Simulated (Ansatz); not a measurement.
Ansatz (a first-principles code) input (B3LYP-D3(BJ)/def2-TZVP):

Ansatz 0.2 input:
```yaml
crystal:
  periodic: [false, false, false]
  atoms:
    - {symbol: O, position_ang: [-0.70516248, 1.05974816, 0.69267031]}
    - {symbol: S, position_ang: [-0.21511950, 0.12540794, -0.34756975]}
    - {symbol: O, position_ang: [-0.57881428, -1.28730680, -0.03594531]}
    - {symbol: O, position_ang: [1.51914646, 0.05716093, -0.04023071]}
    - {symbol: H, position_ang: [1.56055445, -0.64334528, 0.62916180]}
basis:
  gaussian:
    orbitals: def2-TZVP
hamiltonian:
  xc: b3lyp
  dispersion: d3bj
total_charge: -1
phonons: {temperatures: {t_min: 298.15, t_max: 298.15, t_step: 100}}
```

Output:

```
Functional definition: B3LYP
integrals: 0.05 GiB planned
768 factors; their error is unknown
mean field: 0.46 GiB planned
mean field evaluation 1: about -16991.8352 eV, gradient 5.9e1 eV
mean field evaluation 2: about -16975.6294 eV, gradient 1.2e2 eV
mean field evaluation 4: about -16997.4554 eV, gradient 7.2e0 eV
mean field evaluation 8: about -16997.5403 eV, gradient 1.6e-1 eV
mean field evaluation 16: about -16997.5696 eV, gradient 1.5e-4 eV
mean field -16997.56955285 eV, -624.6491597007 hartree, gradient 2.8e-5 eV, S^2 0.000000; 0 other end points of the search recorded, 0 dependent functions left out
the calculation of the forces begins
reference -16997.56974814 eV, -624.6491668777 hartree; 21, 21 occupied and 115, 115 virtual orbitals, 768 factors
these checks for a lower state are left out or cut short: stability, starts, cluster_reference, orbital_swaps, neighbouring_geometries, increment
integrals: 0.05 GiB planned
768 factors; their error is unknown
mean field: 0.46 GiB planned
mean field -16997.56950741 eV, -624.6491580310 hartree, gradient 1.7e-6 eV, S^2 0.000000; 0 other end points of the search recorded, 0 dependent functions left out
the calculation of the forces begins
reference -16997.56970271 eV, -624.6491652079 hartree; 21, 21 occupied and 115, 115 virtual orbitals, 768 factors
these checks for a lower state are left out or cut short: stability, starts, cluster_reference, orbital_swaps, neighbouring_geometries, increment
integrals: 0.05 GiB planned
768 factors; their error is unknown
mean field: 0.46 GiB planned
mean field evaluation 32: about -16997.5695 eV, gradient 1.7e-6 eV
mean field -16997.56953949 eV, -624.6491592097 hartree, gradient 1.7e-6 eV, S^2 0.000000; 0 other end points of the search recorded, 0 dependent functions left out
the calculation of the forces begins
reference -16997.56973478 eV, -624.6491663867 hartree; 21, 21 occupied and 115, 115 virtual orbitals, 768 factors
these checks for a lower state are left out or cut short: stability, starts, cluster_reference, orbital_swaps, neighbouring_geometries, increment
integrals: 0.05 GiB planned
768 factors; their error is unknown
mean field: 0.46 GiB planned
mean field -16997.56949701 eV, -624.6491576486 hartree, gradient 1.7e-6 eV, S^2 0.000000; 0 other end points of the search recorded, 0 dependent functions left out
the calculation of the forces begins
reference -16997.56969233 eV, -624.6491648267 hartree; 21, 21 occupied and 115, 115 virtual orbitals, 768 factors
these checks for a lower state are left out or cut short: stability, starts, cluster_reference, orbital_swaps, neighbouring_geometries, increment
integrals: 0.05 GiB planned
768 factors; their error is unknown
mean field: 0.46 GiB planned
mean field -16997.56946102 eV, -624.6491563260 hartree, gradient 1.7e-6 eV, S^2 0.000000; 0 other end points of the search recorded, 0 dependent functions left out
the calculation of the forces begins
reference -16997.56965628 eV, -624.6491635019 hartree; 21, 21 occupied and 115, 115 virtual orbitals, 768 factors
these checks for a lower state are left out or cut short: stability, starts, cluster_reference, orbital_swaps, neighbouring_geometries, increment
integrals: 0.05 GiB planned
768 factors; their error is unknown
mean field: 0.46 GiB planned
mean field -16997.56947827 eV, -624.6491569600 hartree, gradient 1.7e-6 eV, S^2 0.000000; 0 other end points of the search recorded, 0 dependent functions left out
the calculation of the forces begins
reference -16997.56967359 eV, -624.6491641380 hartree; 21, 21 occupied and 115, 115 virtual orbitals, 768 factors
these checks for a lower state are left out or cut short: stability, starts, cluster_reference, orbital_swaps, neighbouring_geometries, increment
integrals: 0.05 GiB planned
[...]
mean field evaluation 128: about -16997.5694 eV, gradient 3.2e-3 eV
mean field -16997.56943235 eV, -624.6491552727 hartree, gradient 1.7e-6 eV, S^2 0.000000; 0 other end points of the search recorded, 0 dependent functions left out
the calculation of the forces begins
reference -16997.56962770 eV, -624.6491624515 hartree; 21, 21 occupied and 115, 115 virtual orbitals, 768 factors
these checks for a lower state are left out or cut short: stability, starts, cluster_reference, orbital_swaps, neighbouring_geometries, increment
integrals: 0.05 GiB planned
768 factors; their error is unknown
mean field: 0.46 GiB planned
mean field -16997.56952972 eV, -624.6491588509 hartree, gradient 1.7e-6 eV, S^2 0.000000; 0 other end points of the search recorded, 0 dependent functions left out
the calculation of the forces begins
reference -16997.56972501 eV, -624.6491660276 hartree; 21, 21 occupied and 115, 115 virtual orbitals, 768 factors
these checks for a lower state are left out or cut short: stability, starts, cluster_reference, orbital_swaps, neighbouring_geometries, increment
integrals: 0.05 GiB planned
768 factors; their error is unknown
mean field: 0.46 GiB planned
mean field -16997.56953661 eV, -624.6491591039 hartree, gradient 1.7e-6 eV, S^2 0.000000; 0 other end points of the search recorded, 0 dependent functions left out
the calculation of the forces begins
reference -16997.56973191 eV, -624.6491662811 hartree; 21, 21 occupied and 115, 115 virtual orbitals, 768 factors
these checks for a lower state are left out or cut short: stability, starts, cluster_reference, orbital_swaps, neighbouring_geometries, increment
integrals: 0.05 GiB planned
768 factors; their error is unknown
mean field: 0.46 GiB planned
mean field -16997.56953199 eV, -624.6491589340 hartree, gradient 1.7e-6 eV, S^2 0.000000; 0 other end points of the search recorded, 0 dependent functions left out
the calculation of the forces begins
reference -16997.56972734 eV, -624.6491661132 hartree; 21, 21 occupied and 115, 115 virtual orbitals, 768 factors
these checks for a lower state are left out or cut short: stability, starts, cluster_reference, orbital_swaps, neighbouring_geometries, increment
integrals: 0.05 GiB planned
768 factors; their error is unknown
mean field: 0.46 GiB planned
mean field -16997.56949739 eV, -624.6491576625 hartree, gradient 1.7e-6 eV, S^2 0.000000; 0 other end points of the search recorded, 0 dependent functions left out
the calculation of the forces begins
reference -16997.56969262 eV, -624.6491648373 hartree; 21, 21 occupied and 115, 115 virtual orbitals, 768 factors
these checks for a lower state are left out or cut short: stability, starts, cluster_reference, orbital_swaps, neighbouring_geometries, increment
integrals: 0.05 GiB planned
768 factors; their error is unknown
mean field: 0.46 GiB planned
mean field evaluation 160: about -16997.5397 eV, gradient 1.0e-4 eV
mean field -16997.56945840 eV, -624.6491562297 hartree, gradient 1.7e-6 eV, S^2 0.000000; 0 other end points of the search recorded, 0 dependent functions left out
the calculation of the forces begins
reference -16997.56965370 eV, -624.6491634068 hartree; 21, 21 occupied and 115, 115 virtual orbitals, 768 factors
these checks for a lower state are left out or cut short: stability, starts, cluster_reference, orbital_swaps, neighbouring_geometries, increment
integrals: 0.05 GiB planned
768 factors; their error is unknown
mean field: 0.46 GiB planned
mean field -16997.56945992 eV, -624.6491562856 hartree, gradient 1.7e-6 eV, S^2 0.000000; 0 other end points of the search recorded, 0 dependent functions left out
the calculation of the forces begins
reference -16997.56965521 eV, -624.6491634624 hartree; 21, 21 occupied and 115, 115 virtual orbitals, 768 factors
these checks for a lower state are left out or cut short: stability, starts, cluster_reference, orbital_swaps, neighbouring_geometries, increment
integrals: 0.05 GiB planned
768 factors; their error is unknown
mean field: 0.46 GiB planned
mean field -16997.56947285 eV, -624.6491567608 hartree, gradient 1.7e-6 eV, S^2 0.000000; 0 other end points of the search recorded, 0 dependent functions left out
the calculation of the forces begins
reference -16997.56966813 eV, -624.6491639373 hartree; 21, 21 occupied and 115, 115 virtual orbitals, 768 factors
these checks for a lower state are left out or cut short: stability, starts, cluster_reference, orbital_swaps, neighbouring_geometries, increment
integrals: 0.05 GiB planned
768 factors; their error is unknown
mean field: 0.46 GiB planned
mean field -16997.56947478 eV, -624.6491568318 hartree, gradient 1.7e-6 eV, S^2 0.000000; 0 other end points of the search recorded, 0 dependent functions left out
the calculation of the forces begins
reference -16997.56967009 eV, -624.6491640092 hartree; 21, 21 occupied and 115, 115 virtual orbitals, 768 factors
these checks for a lower state are left out or cut short: stability, starts, cluster_reference, orbital_swaps, neighbouring_geometries, increment
integrals: 0.05 GiB planned
768 factors; their error is unknown
mean field: 0.46 GiB planned
mean field evaluation 192: about -16997.5696 eV, gradient 1.7e-6 eV
mean field -16997.56955524 eV, -624.6491597885 hartree, gradient 1.7e-6 eV, S^2 0.000000; 0 other end points of the search recorded, 0 dependent functions left out
the calculation of the forces begins
reference -16997.56975055 eV, -624.6491669660 hartree; 21, 21 occupied and 115, 115 virtual orbitals, 768 factors
these checks for a lower state are left out or cut short: stability, starts, cluster_reference, orbital_swaps, neighbouring_geometries, increment
integrals: 0.05 GiB planned
768 factors; their error is unknown
mean field: 0.46 GiB planned
mean field -16997.56952673 eV, -624.6491587408 hartree, gradient 1.7e-6 eV, S^2 0.000000; 0 other end points of the search recorded, 0 dependent functions left out
the calculation of the forces begins
reference -16997.56972201 eV, -624.6491659172 hartree; 21, 21 occupied and 115, 115 virtual orbitals, 768 factors
these checks for a lower state are left out or cut short: stability, starts, cluster_reference, orbital_swaps, neighbouring_geometries, increment
integrals: 0.05 GiB planned
768 factors; their error is unknown
mean field: 0.46 GiB planned
mean field -16997.56946973 eV, -624.6491566462 hartree, gradient 1.7e-6 eV, S^2 0.000000; 0 other end points of the search recorded, 0 dependent functions left out
the calculation of the forces begins
reference -16997.56966502 eV, -624.6491638229 hartree; 21, 21 occupied and 115, 115 virtual orbitals, 768 factors
these checks for a lower state are left out or cut short: stability, starts, cluster_reference, orbital_swaps, neighbouring_geometries, increment
integrals: 0.05 GiB planned
768 factors; their error is unknown
mean field: 0.46 GiB planned
mean field -16997.56947835 eV, -624.6491569630 hartree, gradient 1.7e-6 eV, S^2 0.000000; 0 other end points of the search recorded, 0 dependent functions left out
the calculation of the forces begins
reference -16997.56967365 eV, -624.6491641403 hartree; 21, 21 occupied and 115, 115 virtual orbitals, 768 factors
these checks for a lower state are left out or cut short: stability, starts, cluster_reference, orbital_swaps, neighbouring_geometries, increment
integrals: 0.05 GiB planned
768 factors; their error is unknown
mean field: 0.46 GiB planned
mean field -16997.56948344 eV, -624.6491571500 hartree, gradient 1.7e-6 eV, S^2 0.000000; 0 other end points of the search recorded, 0 dependent functions left out
the calculation of the forces begins
reference -16997.56967877 eV, -624.6491643282 hartree; 21, 21 occupied and 115, 115 virtual orbitals, 768 factors
these checks for a lower state are left out or cut short: stability, starts, cluster_reference, orbital_swaps, neighbouring_geometries, increment
integrals: 0.05 GiB planned
768 factors; their error is unknown
mean field: 0.46 GiB planned
mean field evaluation 224: about -16997.5694 eV, gradient 2.4e-1 eV
mean field -16997.56947955 eV, -624.6491570072 hartree, gradient 1.7e-6 eV, S^2 0.000000; 0 other end points of the search recorded, 0 dependent functions left out
the calculation of the forces begins
reference -16997.56967481 eV, -624.6491641829 hartree; 21, 21 occupied and 115, 115 virtual orbitals, 768 factors
Total energy: -16997.71656668 eV, -624.6545623595 hartree
Atom 0 at    -0.705162     1.059748     0.692670 Å, force    -0.000141     0.000059     0.000518 eV/Å
Atom 1 at    -0.215119     0.125408    -0.347570 Å, force    -0.000348    -0.000856    -0.000742 eV/Å
Atom 2 at    -0.578814    -1.287307    -0.035945 Å, force     0.000449     0.000961     0.000109 eV/Å
Atom 3 at     1.519146     0.057161    -0.040231 Å, force     0.000204    -0.000429     0.000351 eV/Å
Atom 4 at     1.560554    -0.643345     0.629162 Å, force    -0.000165     0.000265    -0.000236 eV/Å
Dipole moment:     0.201390    -0.071847    -0.123611 e Å
Vibrations: 159.18 385.77 400.87 524.37 584.25 1015.25 1108.90 1161.71 3707.73 cm⁻¹, zero-point energy 0.560907 eV
```

It need not be the lowest isomer of its formula.
